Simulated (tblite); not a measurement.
Compound: CH7AsSSi.
Structure used (GFN2-xTB), in Å, numbered top down from 1:
```xyz
11
CH7AsSSi angstrom
C     -2.2791   -0.1074    0.0792
S     -0.8686    0.7026    0.8798
Si     0.7437   -0.2108   -0.2044
As     2.7431    0.5483    0.6944
H     -2.2578    0.0943   -0.9867
H     -2.2374   -1.1760    0.2648
H     -3.1768    0.3126    0.5203
H      0.5644   -1.6617   -0.0446
H      0.4789    0.0716   -1.6237
H      3.4973   -0.2786   -0.3109
H      2.7977    1.7078   -0.2542
```

Level: GFN2-xTB in tblite, geometry and Hessian alike; calculated harmonic values, unscaled, isolated species. Against measured fundamentals such values can be off by several per cent, at times by over 20. Modes of hydrogen on arsenic and silicon can be 10 to 20 % off. One conformer, not necessarily the lowest.

Harmonic wavenumbers (cm⁻¹): 47.5, 73.6, 88.5, 121.6, 176.6, 376.1, 397.3, 514.7, 572.2, 645.7, 653.3, 708.6, 732.9, 812.9, 949.9, 959.6, 1010.3, 1324.4, 1454.1, 1459.6, 1903.3, 1932.5, 2166.7, 2190.3, 3031.6, 3036.4, 3058.5.

A = 9271, B = 957.1, C = 887.8 MHz; mass 153.925 u (most abundant isotopes); point group C1, symmetry number 1.

Zero-point energy?

½Σν̃ = 15199 cm⁻¹ = 181.82 kJ/mol.

What is S at 298.15 K and 1 bar for an ideal gas of classical rigid rotors and harmonic oscillators?

Translation 171.67, rotation 117.58, vibration 96.79: S = 386.0 J/(mol K).

And Cp and H(298.15 K) − H(0)?

Cp = 119.70 J/(mol K), of which vibrations give 86.44 (their classical limit is 27 R = 224.5); H(298.15 K) − H(0) = 24.12 kJ/mol without the zero-point energy, 14.21 from vibrations.

What must be added to the electronic energy to get the Gibbs energy at 298.15 K and 1 bar?

ZPE + [H(298.15 K) − H(0)] − T·S = 181.82 + 24.12 − 115.10 = 90.84 kJ/mol.

How do the functions run with temperature in this model?

| T (K) | S (J/(mol K)) | Cp (J/(mol K)) | H − H(0) (kJ/mol) | G − H(0) (kJ/mol) | ln q(vib) |
| --- | --- | --- | --- | --- | --- |
| 150 | 317.9 | 82.2 | 9.12 | -38.57 | 2.89 |
| 250 | 366.0 | 108.1 | 18.63 | -72.86 | 4.97 |
| 400 | 424.3 | 140.6 | 37.42 | -132.28 | 7.81 |
| 600 | 487.4 | 170.8 | 68.76 | -223.67 | 11.25 |
| 900 | 562.7 | 200.1 | 124.76 | -381.64 | 15.79 |

q(vib) and H(0) count from the zero-point level.

Hindered rotation and anharmonicity are outside this model. Other conformers, if any are populated, would add a mixing term that is left out. The structure is chiral; the term R ln 2 for an equal mix with its mirror image is left out.

Hardware: one thread of an AMD EPYC 9R45, shared host with 96 logical CPUs at a one-minute load of 15. Cost: 0.16 s wall. The figure is for the frequency step alone.
